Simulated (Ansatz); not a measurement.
A short molecular-dynamics run on B(CNMe)H3 (C₂H₆BN).

```yaml
crystal:
  periodic: [false, false, false]
  atoms:
    - {symbol: B, position_ang: [0.000575, 0.005800, -2.078753]}
    - {symbol: C, position_ang: [0.001144, 0.000838, -0.543118]}
    - {symbol: N, position_ang: [0.001850, -0.002784, 0.626795]}
    - {symbol: C, position_ang: [-0.000660, -0.005663, 2.034522]}
    - {symbol: H, position_ang: [-1.035167, -0.016676, 2.409724]}
    - {symbol: H, position_ang: [0.506707, 0.893985, 2.414405]}
    - {symbol: H, position_ang: [0.524442, -0.896583, 2.410843]}
    - {symbol: H, position_ang: [1.175212, 0.008417, -2.425440]}
    - {symbol: H, position_ang: [-0.588236, 1.023760, -2.420956]}
    - {symbol: H, position_ang: [-0.585879, -1.011085, -2.428021]}
basis:
  gaussian: {orbitals: "6-31G*"}
hamiltonian: {xc: {name: BLYP}}
md: {timestep: 1 fs, n_steps: 15, ensemble: nvt_langevin, temperature: 1000, initial_velocities: maxwell_boltzmann, friction: 0.01, seed: 242}
scf: {omitted_lower_state_checks: [starts]}
```

```sh
$ ansatz run in.yaml --threads 4 --pin off --events-out ev --progress --plain --max-ram 3916MiB
```

| step | time (fs) | potential energy (eV) | kinetic (eV) | T (K) |
| --- | --- | --- | --- | --- |
| 0 | 0.0 | -4334.9909 | 1.1633 | 900 |
| 1 | 1.0 | -4334.8639 | 0.9980 | 772 |
| 2 | 2.0 | -4334.5710 | 0.7286 | 564 |
| 3 | 3.0 | -4334.3934 | 0.5371 | 416 |
| 4 | 4.0 | -4334.4427 | 0.6414 | 496 |
| 5 | 5.0 | -4334.5873 | 0.7239 | 560 |
| 6 | 6.0 | -4334.6784 | 0.8877 | 687 |
| 7 | 7.0 | -4334.6282 | 0.9350 | 723 |
| 8 | 8.0 | -4334.4477 | 0.7224 | 559 |
| 9 | 9.0 | -4334.3015 | 0.6579 | 509 |
| 10 | 10.0 | -4334.3450 | 0.7025 | 543 |
| 11 | 11.0 | -4334.4204 | 0.7727 | 598 |
| 12 | 12.0 | -4334.3827 | 0.7104 | 550 |
| 13 | 13.0 | -4334.3338 | 0.6979 | 540 |
| 14 | 14.0 | -4334.4091 | 0.7412 | 573 |
| 15 | 15.0 | -4334.4953 | 0.9169 | 709 |

Velocities are drawn at the set temperature; a run this short doesn't reach equilibrium. Under Langevin dynamics the printed temperature counts 3N degrees of freedom, so it starts below the set value.

The 6-31G sets use Cartesian d functions.

Frames (Å, forces in eV/Å):

```xyz
10
time=0.0 fs
B     0.001    0.006   -2.079    0.000    0.001   -0.255
C     0.001    0.001   -0.543    0.001    0.002   -0.741
N     0.002   -0.003    0.627   -0.001   -0.001    0.391
C    -0.001   -0.006    2.035    0.000   -0.001    0.505
H    -1.035   -0.017    2.410   -0.058   -0.001    0.040
H     0.507    0.894    2.414    0.028    0.050    0.040
H     0.524   -0.897    2.411    0.029   -0.050    0.040
H     1.175    0.008   -2.425   -0.084    0.000   -0.006
H    -0.588    1.024   -2.421    0.042   -0.072   -0.007
H    -0.586   -1.011   -2.428    0.042    0.072   -0.006
10
time=1.0 fs
B     0.011    0.003   -2.082   -0.796    0.427    0.188
C     0.007    0.005   -0.553    0.063   -0.035    1.219
N     0.004   -0.012    0.633    0.147    0.080   -1.558
C    -0.012   -0.008    2.041    0.487    2.320    0.074
H    -1.037    0.008    2.362   -0.914   -0.049    0.493
H     0.493    0.946    2.444   -0.474   -1.153   -0.463
H     0.478   -0.870    2.413    0.736   -1.162    0.627
H     1.123    0.026   -2.443    1.145   -0.055   -0.342
H    -0.573    1.012   -2.425   -0.126    0.138   -0.030
H    -0.581   -0.978   -2.417   -0.266   -0.511   -0.208
10
time=2.0 fs
B     0.021    0.001   -2.086   -1.523    0.824    0.654
C     0.012    0.010   -0.563    0.117   -0.090    2.885
N     0.004   -0.020    0.639    0.303    0.173   -3.231
C    -0.025   -0.007    2.046    0.492    3.955   -0.348
H    -1.049    0.035    2.319   -1.352   -0.079    0.773
H     0.481    0.987    2.468   -0.713   -1.864   -0.753
H     0.438   -0.853    2.415    1.246   -2.088    1.154
H     1.084    0.043   -2.463    2.274   -0.075   -0.701
H    -0.559    1.002   -2.433   -0.267    0.309   -0.035
H    -0.578   -0.949   -2.408   -0.576   -1.065   -0.397
10
time=3.0 fs
B     0.029    0.000   -2.090   -1.687    1.119    0.940
C     0.017    0.015   -0.571    0.147   -0.160    4.013
N     0.005   -0.027    0.643    0.474    0.255   -4.336
C    -0.036   -0.003    2.051    0.294    4.208   -0.316
H    -1.074    0.061    2.284   -1.155   -0.118    0.855
H     0.466    1.011    2.486   -0.779   -2.167   -0.902
H     0.409   -0.855    2.431    1.153   -2.009    1.193
H     1.068    0.062   -2.484    2.748   -0.086   -0.870
H    -0.550    0.992   -2.442   -0.376    0.468   -0.037
H    -0.579   -0.924   -2.405   -0.819   -1.509   -0.540
10
time=4.0 fs
B     0.035   -0.001   -2.094   -1.172    1.203    0.746
C     0.022    0.020   -0.576    0.150   -0.250    4.586
N     0.006   -0.032    0.646    0.630    0.327   -4.860
C    -0.046    0.005    2.055    0.031    3.280    0.148
H    -1.109    0.084    2.256   -0.518   -0.186    0.812
H     0.447    1.019    2.501   -0.723   -2.176   -0.971
H     0.389   -0.873    2.462    0.585   -1.006    0.744
H     1.084    0.081   -2.510    2.209   -0.136   -0.663
H    -0.551    0.984   -2.450   -0.383    0.535   -0.006
H    -0.590   -0.909   -2.414   -0.808   -1.590   -0.536
10
time=5.0 fs
B     0.042   -0.002   -2.096   -0.496    1.103    0.209
C     0.026    0.024   -0.576    0.150   -0.338    4.462
N     0.008   -0.039    0.646    0.704    0.404   -4.609
C    -0.056    0.017    2.058   -0.415    1.842    0.628
H    -1.149    0.106    2.240    0.291   -0.265    0.676
H     0.424    1.007    2.510   -0.543   -1.876   -0.945
H     0.370   -0.899    2.498   -0.023    0.190    0.134
H     1.121    0.096   -2.537    1.147   -0.235   -0.235
H    -0.558    0.979   -2.461   -0.286    0.486    0.066
H    -0.611   -0.903   -2.430   -0.529   -1.309   -0.386
10
time=6.0 fs
B     0.049   -0.002   -2.097   -0.012    0.933   -0.452
C     0.029    0.029   -0.572    0.190   -0.400    3.688
N     0.012   -0.045    0.643    0.677    0.469   -3.613
C    -0.067    0.028    2.061   -1.023    0.185    0.714
H    -1.186    0.129    2.235    0.941   -0.348    0.505
H     0.398    0.976    2.511   -0.143   -1.142   -0.712
H     0.348   -0.929    2.533   -0.454    1.159   -0.404
H     1.168    0.108   -2.571    0.030   -0.352    0.253
H    -0.567    0.978   -2.475   -0.114    0.331    0.175
H    -0.640   -0.905   -2.444   -0.092   -0.835   -0.153
10
time=7.0 fs
B     0.057   -0.001   -2.097    0.150    0.754   -1.041
C     0.031    0.035   -0.565    0.249   -0.440    2.360
N     0.016   -0.050    0.637    0.577    0.513   -2.043
C    -0.079    0.038    2.067   -1.728   -1.753    0.251
H    -1.210    0.152    2.238    1.224   -0.423    0.343
H     0.367    0.931    2.504    0.586    0.196   -0.172
H     0.322   -0.953    2.565   -0.692    1.786   -0.794
H     1.219    0.117   -2.607   -0.869   -0.433    0.678
H    -0.581    0.979   -2.489    0.110    0.118    0.299
H    -0.669   -0.915   -2.462    0.392   -0.317    0.118
10
time=8.0 fs
B     0.066    0.000   -2.098    0.018    0.608   -1.446
C     0.033    0.040   -0.556    0.301   -0.453    0.651
N     0.020   -0.056    0.630    0.438    0.531   -0.078
C    -0.094    0.048    2.073   -2.444   -3.838   -0.706
H    -1.220    0.168    2.244    1.124   -0.432    0.215
H     0.338    0.887    2.497    1.566    1.998    0.623
H     0.293   -0.959    2.588   -0.748    2.012   -0.994
H     1.261    0.121   -2.635   -1.408   -0.454    0.951
H    -0.597    0.982   -2.499    0.345   -0.099    0.406
H    -0.690   -0.928   -2.484    0.808    0.128    0.377
10
time=9.0 fs
B     0.077    0.002   -2.098   -0.286    0.519   -1.702
C     0.035    0.045   -0.548    0.366   -0.455   -0.985
N     0.023   -0.062    0.623    0.261    0.525    1.796
C    -0.111    0.055    2.081   -2.665   -4.892   -1.585
H    -1.221    0.177    2.254    0.738   -0.359    0.123
H     0.323    0.865    2.494    2.195    3.107    1.123
H     0.258   -0.945    2.594   -0.628    1.815   -0.937
H     1.286    0.122   -2.655   -1.652   -0.442    1.100
H    -0.612    0.991   -2.497    0.552   -0.321    0.473
H    -0.702   -0.945   -2.505    1.119    0.503    0.595
10
time=10.0 fs
B     0.088    0.004   -2.099   -0.589    0.470   -1.810
C     0.036    0.050   -0.542    0.460   -0.449   -2.336
N     0.023   -0.070    0.617    0.058    0.495    3.327
C    -0.130    0.058    2.087   -1.743   -3.736   -1.749
H    -1.213    0.179    2.269    0.045   -0.183    0.059
H     0.329    0.874    2.504    1.801    2.391    0.733
H     0.216   -0.913    2.588   -0.302    1.145   -0.627
H     1.295    0.124   -2.673   -1.712   -0.416    1.190
H    -0.622    1.000   -2.486    0.687   -0.486    0.476
H    -0.703   -0.962   -2.520    1.295    0.769    0.737
10
time=11.0 fs
B     0.100    0.006   -2.101   -0.847    0.410   -1.716
C     0.038    0.054   -0.538    0.579   -0.433   -3.358
N     0.022   -0.077    0.613   -0.153    0.445    4.460
C    -0.149    0.059    2.091   -0.104   -1.197   -1.691
H    -1.200    0.172    2.287   -0.961    0.085    0.048
H     0.349    0.905    2.523    0.790    0.760   -0.093
H     0.171   -0.870    2.576    0.238   -0.063   -0.060
H     1.288    0.127   -2.687   -1.593   -0.383    1.210
H    -0.624    1.003   -2.468    0.711   -0.536    0.413
H    -0.690   -0.977   -2.522    1.340    0.913    0.787
10
time=12.0 fs
B     0.111    0.007   -2.105   -1.072    0.303   -1.371
C     0.040    0.059   -0.535    0.695   -0.453   -3.803
N     0.019   -0.082    0.612   -0.354    0.414    4.927
C    -0.168    0.060    2.092    1.227    1.445   -1.914
H    -1.193    0.162    2.306   -1.821    0.372    0.055
H     0.378    0.941    2.539   -0.190   -0.613   -0.753
H     0.134   -0.825    2.564    0.902   -1.625    0.702
H     1.268    0.125   -2.693   -1.269   -0.336    1.118
H    -0.615    0.999   -2.448    0.607   -0.438    0.285
H    -0.669   -0.986   -2.514    1.275    0.932    0.755
10
time=13.0 fs
B     0.121    0.007   -2.112   -1.213    0.139   -0.806
C     0.044    0.065   -0.535    0.777   -0.564   -3.431
N     0.017   -0.087    0.615   -0.508    0.451    4.517
C    -0.185    0.064    2.090    1.712    3.174   -2.012
H    -1.204    0.155    2.328   -1.892    0.561   -0.038
H     0.412    0.970    2.546   -0.930   -1.424   -1.121
H     0.109   -0.791    2.565    1.362   -2.714    1.239
H     1.240    0.119   -2.691   -0.751   -0.261    0.908
H    -0.597    0.984   -2.427    0.361   -0.151    0.091
H    -0.637   -0.985   -2.499    1.082    0.790    0.653
10
time=14.0 fs
B     0.130    0.007   -2.119   -1.375    0.032   -0.055
C     0.049    0.071   -0.538    0.808   -0.772   -2.248
N     0.014   -0.092    0.621   -0.588    0.581    3.253
C    -0.200    0.069    2.086    1.649    3.121   -1.325
H    -1.233    0.153    2.349   -1.168    0.598   -0.271
H     0.436    0.986    2.546   -1.373   -1.755   -1.265
H     0.099   -0.784    2.582    1.241   -2.338    1.000
H     1.208    0.111   -2.680    0.005   -0.154    0.549
H    -0.578    0.966   -2.406    0.050    0.227   -0.122
H    -0.595   -0.976   -2.480    0.752    0.460    0.486
10
time=15.0 fs
B     0.140    0.007   -2.126   -1.802    0.097    0.896
C     0.056    0.077   -0.542    0.774   -1.045   -0.486
N     0.010   -0.097    0.632   -0.574    0.792    1.284
C    -0.214    0.075    2.082    1.451    1.881   -0.095
H    -1.272    0.156    2.366   -0.183    0.527   -0.530
H     0.444    0.987    2.537   -1.550   -1.757   -1.244
H     0.103   -0.801    2.608    0.682   -0.989    0.219
H     1.173    0.102   -2.662    1.127    0.003   -0.013
H    -0.561    0.954   -2.387   -0.217    0.537   -0.299
H    -0.546   -0.961   -2.460    0.292   -0.046    0.267
```

Run time 8.5 s (4 threads of Arm Neoverse V1 on a shared host).
